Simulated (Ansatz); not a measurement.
**The HOMO–LUMO gap down a group: Al to In**

Gas-phase molecules, one atom swapped for its congeners: C3H6AlCl `C=C[CH2][AlH][Cl]`; C3H6ClGa `C=C[CH2][GaH][Cl]`; C3H6ClIn `C=C[CH2][InH][Cl]`. All are singlets with charge 0.

Shapes, held fixed at every level: PBE0-D4/def2-TZVP. Flexible molecules stand in one conformer, not always the lowest. Programs: Ansatz 0.2.0. Values in eV.

Task: How should the HOMO–LUMO gap change along the series?

Result: At wB97X-V/def2-TZVPP the HOMO–LUMO gap falls at every step, from 10.39 to 9.22 eV. Every level shows the same order. For atoms past krypton def2 sets carry core potentials with scalar relativity. Relativity is left out for Ga. Orbital gaps aren't excitation energies, and the LUMO depends on the basis.

| level | C3H6AlCl | C3H6ClGa | C3H6ClIn |
| --- | --- | --- | --- |
| SPW92/def2-TZVPP | 4.02 | 3.75 | 3.43 |
| PBE-D4/def2-TZVPP | 4.09 | 3.85 | 3.54 |
| BHLYP-D4/def2-TZVPP | 8.01 | 7.40 | 6.80 |
| r2SCAN0-D4/def2-TZVPP | 6.31 | 5.94 | 5.51 |
| wB97M-V/def2-TZVPP | 10.10 | 9.54 | 8.86 |
| wB97X-V/def2-TZVPP | 10.39 | 9.84 | 9.22 |
